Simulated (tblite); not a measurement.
A geometry optimisation, step by step.

C₆H₁₆AsP.
Bonds: C1–C2, C2–C3, C2–P4, P4–C5, P4–As6, As6–C7, As6–C8. Hydrogens: H9, H10, H11 on C1; H12 on C2; H13, H14, H15 on C3; H16, H17, H18 on C5; H19, H20, H21 on C7; H22, H23, H24 on C8.

Computed with GFN2-xTB (tblite), gas phase: L-BFGS steps from a force-field or distance-geometry start until the largest atomic force falls under 0.01 eV/Å. 5 of its 171 geometries are shown.

Step 0: E = -702.9322 eV, largest atomic force 3.118 eV/Å
```
atom  x, y, z in Å  |  force x, y, z in eV/Å
C1     -2.086    0.881    1.222   -0.320   0.963  -0.171
C2     -1.782   -0.416    0.493   -0.122  -0.706   1.910
C3     -2.886   -0.676   -0.491   -0.197   0.361  -1.133
P4     -0.222   -0.185   -0.452    0.911   2.097  -2.120
C5      0.218   -1.598   -1.541   -0.177  -1.191  -0.730
As6     1.535    0.564    0.822   -0.742   0.079   2.902
C7      3.093   -0.630    0.703    0.336  -0.078  -0.485
C8      2.106    2.287    0.017    0.047  -0.706  -1.177
H9     -3.109    0.832    1.673    0.911   0.126  -0.332
H10    -2.040    1.714    0.480   -0.249  -0.479   0.522
H11    -1.353    1.126    1.996   -0.054  -0.201   0.010
H12    -1.756   -1.214    1.263    0.087   0.023  -0.247
H13    -3.868   -0.281   -0.134    0.780  -0.617  -0.336
H14    -2.593   -0.132   -1.425   -0.619  -0.347   0.521
H15    -2.901   -1.739   -0.723   -0.451   0.092  -0.085
H16     1.295   -1.631   -1.796   -0.508   0.319   0.302
H17    -0.340   -1.461   -2.504    0.423  -0.122   0.757
H18    -0.048   -2.594   -1.152    0.019   0.268   0.040
H19     3.759   -0.502    1.602   -0.622  -0.102  -1.027
H20     2.721   -1.673    0.656    0.411   0.528   0.051
H21     3.613   -0.368   -0.239    0.131  -0.430   0.578
H22     1.217    2.920   -0.167    0.586  -0.245   0.177
H23     2.852    2.783    0.660   -0.469  -0.231  -0.293
H24     2.564    2.012   -0.957   -0.110   0.599   0.367
```

Step 42: E = -704.4399 eV, largest atomic force 0.145 eV/Å
```
atom  x, y, z in Å  |  force x, y, z in eV/Å
C1     -2.051    0.974    1.103   -0.025   0.037   0.010
C2     -1.639   -0.246    0.291   -0.081  -0.017   0.052
C3     -2.787   -0.688   -0.609   -0.053  -0.015  -0.033
P4     -0.137    0.164   -0.762    0.119   0.024  -0.079
C5      0.291   -1.574   -1.274   -0.013   0.001   0.023
As6     1.360    0.512    1.017   -0.022   0.021  -0.067
C7      2.831   -0.688    0.473    0.005   0.000  -0.005
C8      2.079    2.177    0.216   -0.006  -0.016   0.020
H9     -2.916    0.741    1.724   -0.003   0.031  -0.030
H10    -2.311    1.792    0.432   -0.025   0.031   0.020
H11    -1.240    1.305    1.756    0.000  -0.002  -0.020
H12    -1.380   -1.062    0.977    0.009  -0.037   0.040
H13    -3.703   -0.819   -0.033    0.033  -0.020   0.019
H14    -2.971    0.067   -1.371   -0.012  -0.001  -0.014
H15    -2.559   -1.629   -1.105   -0.010   0.011  -0.001
H16     1.316   -1.589   -1.639   -0.034  -0.047   0.008
H17    -0.356   -1.883   -2.095   -0.003   0.056   0.060
H18     0.176   -2.270   -0.442    0.050  -0.009  -0.058
H19     3.692   -0.518    1.117    0.017   0.043  -0.010
H20     2.523   -1.725    0.598    0.041  -0.032   0.008
H21     3.132   -0.531   -0.561    0.016   0.026   0.003
H22     1.299    2.936    0.166   -0.018  -0.022   0.041
H23     2.896    2.570    0.822    0.009  -0.017  -0.009
H24     2.442    2.003   -0.795    0.005  -0.045   0.024
```

Step 85: E = -704.4896 eV, largest atomic force 0.087 eV/Å
```
atom  x, y, z in Å  |  force x, y, z in eV/Å
C1     -1.973    1.119    0.905    0.001   0.014   0.003
C2     -1.643   -0.207    0.230   -0.051  -0.029   0.022
C3     -2.831   -0.691   -0.593   -0.039   0.019  -0.026
P4     -0.096    0.032   -0.824    0.065   0.041   0.041
C5      0.245   -1.754   -1.210   -0.013  -0.039  -0.012
As6     1.360    0.295    1.001   -0.021  -0.031  -0.008
C7      2.961   -0.612    0.282    0.020  -0.003   0.000
C8      1.954    2.119    0.521   -0.013  -0.009   0.001
H9     -2.890    1.039    1.487   -0.006  -0.002   0.001
H10    -2.104    1.900    0.157   -0.027  -0.002  -0.013
H11    -1.163    1.417    1.574    0.011   0.015   0.027
H12    -1.425   -0.960    0.999    0.024  -0.007   0.047
H13    -3.712   -0.777    0.044    0.015   0.010  -0.020
H14    -3.057    0.014   -1.392    0.030  -0.014  -0.002
H15    -2.644   -1.669   -1.033    0.032   0.039  -0.009
H16     1.222   -1.822   -1.683   -0.003  -0.044   0.004
H17    -0.498   -2.107   -1.923    0.011  -0.004  -0.009
H18     0.220   -2.385   -0.323    0.000   0.019   0.013
H19     3.838   -0.199    0.782   -0.015  -0.017  -0.032
H20     2.931   -1.681    0.490   -0.010   0.032  -0.042
H21     3.071   -0.461   -0.791    0.009   0.014   0.022
H22     1.182    2.855    0.744    0.001  -0.019  -0.003
H23     2.841    2.368    1.104   -0.016   0.032  -0.025
H24     2.198    2.185   -0.539   -0.003  -0.013   0.020
```

Step 128: E = -704.5216 eV, largest atomic force 0.019 eV/Å
```
atom  x, y, z in Å  |  force x, y, z in eV/Å
C1     -1.916    1.179    0.845    0.007  -0.002   0.002
C2     -1.630   -0.185    0.229    0.000  -0.002   0.005
C3     -2.793   -0.617   -0.658    0.002   0.003  -0.002
P4     -0.032   -0.103   -0.775    0.009   0.000  -0.004
C5      0.195   -1.933   -1.034   -0.006  -0.006  -0.002
As6     1.447    0.143    1.018   -0.003   0.009   0.007
C7      3.050   -0.509    0.062    0.008   0.009   0.005
C8      1.829    2.058    0.688   -0.005   0.002  -0.003
H9     -2.860    1.162    1.390    0.008   0.001  -0.013
H10    -1.981    1.939    0.067    0.003  -0.001   0.011
H11    -1.124    1.459    1.542    0.007  -0.001   0.004
H12    -1.498   -0.920    1.035   -0.007  -0.012   0.002
H13    -3.725   -0.599   -0.094    0.008  -0.001  -0.007
H14    -2.891    0.059   -1.506   -0.004   0.005   0.003
H15    -2.647   -1.625   -1.038   -0.002   0.002  -0.004
H16     1.197   -2.111   -1.420   -0.016  -0.008   0.007
H17    -0.516   -2.279   -1.783    0.002   0.004   0.000
H18     0.051   -2.496   -0.112    0.012   0.011  -0.003
H19     3.938   -0.115    0.557    0.002   0.010  -0.003
H20     3.113   -1.595    0.082   -0.014   0.007   0.004
H21     3.052   -0.171   -0.973    0.000  -0.009  -0.001
H22     1.006    2.690    1.016    0.000  -0.011   0.001
H23     2.722    2.352    1.241   -0.006  -0.010  -0.003
H24     2.001    2.235   -0.372   -0.004  -0.002  -0.007
```

Step 170: E = -704.5278 eV, largest atomic force 0.008 eV/Å
```
atom  x, y, z in Å  |  force x, y, z in eV/Å
C1     -1.851    1.123    0.910    0.003  -0.003   0.001
C2     -1.632   -0.212    0.208    0.006   0.000  -0.004
C3     -2.792   -0.503   -0.739   -0.001   0.002   0.001
P4     -0.014   -0.180   -0.765    0.006  -0.003   0.004
C5      0.200   -2.022   -0.938   -0.002   0.003   0.001
As6     1.459    0.146    1.017   -0.002  -0.005  -0.004
C7      3.066   -0.462    0.040    0.000  -0.002   0.002
C8      1.755    2.067    0.643    0.000   0.007  -0.001
H9     -2.833    1.148    1.381    0.002   0.001   0.002
H10    -1.793    1.942    0.194   -0.003  -0.003   0.005
H11    -1.097    1.279    1.684    0.000   0.002  -0.001
H12    -1.573   -1.009    0.962    0.002   0.003  -0.001
H13    -3.732   -0.536   -0.190   -0.007   0.000   0.000
H14    -2.862    0.276   -1.495    0.000   0.000  -0.006
H15    -2.660   -1.459   -1.242   -0.001  -0.001   0.001
H16     1.195   -2.227   -1.329   -0.004   0.001  -0.003
H17    -0.526   -2.400   -1.655    0.001  -0.003   0.001
H18     0.069   -2.536    0.013    0.006   0.001   0.002
H19     3.948   -0.001    0.484   -0.003  -0.002   0.001
H20     3.183   -1.543    0.109    0.002   0.001   0.000
H21     3.019   -0.179   -1.010   -0.003   0.002   0.000
H22     0.937    2.676    1.022   -0.006  -0.002  -0.004
H23     2.673    2.396    1.131    0.006  -0.005   0.001
H24     1.849    2.236   -0.428   -0.001   0.003   0.002
```

Problem. Summarise the path.

Solution. The energy falls by 36.80 kcal/mol from step 0 to step 170; nine tenths of that is first reached at step 28. It falls at every step. The largest force goes from 3.118 to 0.008 eV/Å. Among the bonds C2–P4 changes most, from 1.838 to 1.888 Å; the atoms move by 0.746 Å rms after alignment.

The cost below is that of the whole relaxation. The run took 1.7 s of wall time on one thread, Arm Neoverse V1 (aarch64), shared host with 32 logical CPUs at a one-minute load of 18.
